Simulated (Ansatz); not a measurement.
Consider the isomerisation: `[SiH3][GeH]1[CH2][AlH]1` → `[CH2]1[AlH][GeH2][SiH2]1`.

Isolated molecules relaxed with PBE0-D4/def2-TZVP in Ansatz; ΔE leaves out vibrations. CBS: MP2 limit from def2 TZ/QZ plus the TZ coupled-cluster correction, frozen cores. For Ge outer-core shells are correlated without core-valence functions, which leaves a few kJ/mol of doubt a bond. Scalar relativity is left out up to krypton.

```csv
level,ΔE (kJ/mol)
MP2/def2-TZVPP,-112.8
MP2/def2-QZVPP,-113.6
```

(1) What does CCSD(T)/CBS give? (Estimate.)

Largest T1 diagnostic among the species: 0.013.

Answers

(1) Computed: -112.7 kJ/mol. The listed levels differ from it by -0.1, -0.9 kJ/mol.

The D4 term adds −4.1 kJ/mol with B3LYP and −1.9 kJ/mol with PBE0; it sums over pairs of atoms, weighted by their polarisabilities, and B3LYP, whose exchange is more repulsive, gets the larger term. From PBE to PBE0 (25 % exact exchange), in def2-TZVPP and without D4, ΔE moves by −7.0 kJ/mol.

B3LYP here is the variant with VWN-RPA as its local correlation; programs differ in this.
